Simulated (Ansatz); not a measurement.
Ansatz (a program for electronic structure) input file for C₂H₄ClFSi, SMILES C=C[Si@H](F)Cl, CAM-B3LYP/def2-SVPD. Geometry optimised at B3LYP-D3(BJ)/def2-SVP. The structure was generated by enumeration; whether it is a known compound was not checked. Other conformers were not sampled.

Ansatz 0.2 input:
```yaml
crystal:
  periodic: [false, false, false]
  atoms:
    - {symbol: C, position_ang: [-2.49720859, 0.02038848, 0.33257183]}
    - {symbol: C, position_ang: [-1.33839806, -0.48096795, 0.78272023]}
    - {symbol: Si, position_ang: [0.27977835, 0.33291497, 0.40864782]}
    - {symbol: F, position_ang: [-0.02525558, 1.61881719, -0.53740225]}
    - {symbol: Cl, position_ang: [1.50769395, -0.96168231, -0.63666929]}
    - {symbol: H, position_ang: [-3.45964044, -0.45766913, 0.54563074]}
    - {symbol: H, position_ang: [-2.52840535, 0.93198796, -0.27342089]}
    - {symbol: H, position_ang: [-1.34791644, -1.40025182, 1.38215383]}
    - {symbol: H, position_ang: [1.02920824, 0.80784500, 1.59281252]}
basis:
  gaussian:
    orbitals: def2-SVPD
hamiltonian:
  xc: {name: CAM-B3LYP}
```

Log of the run:

```
WARN ansatz: RAYON_NUM_THREADS=1 ignored (pool sized by the plan → 1); use --threads N
Functional definition: CAM-B3LYP
integrals: 0.10 GiB planned
1292 factors; their error is unknown
integrals: 0.13 GiB planned
520 factors; integrals over basis functions are off by at most 2.2e-5 eV
mean field: 0.90 GiB planned
mean field evaluation 1: about -25243.7097 eV, gradient 4.4e1 eV
mean field evaluation 2: about -25243.3990 eV, gradient 5.0e1 eV
mean field evaluation 4: about -25247.8103 eV, gradient 1.5e0 eV
mean field evaluation 8: about -25247.8159 eV, gradient 1.2e-1 eV
mean field evaluation 16: about -25247.9150 eV, gradient 9.1e-5 eV
mean field -25247.91497694 eV, -927.8437617512 hartree, gradient 2.2e-5 eV, S^2 0.000000; 0 other end points of the search recorded, 0 dependent functions left out
reference -25247.91511443 eV, -927.8437668036 hartree; 28, 28 occupied and 118, 118 virtual orbitals, 1292 factors
Total energy: -25247.91511443 eV, -927.8437668036 hartree
```

The calculation finished and met its thresholds.
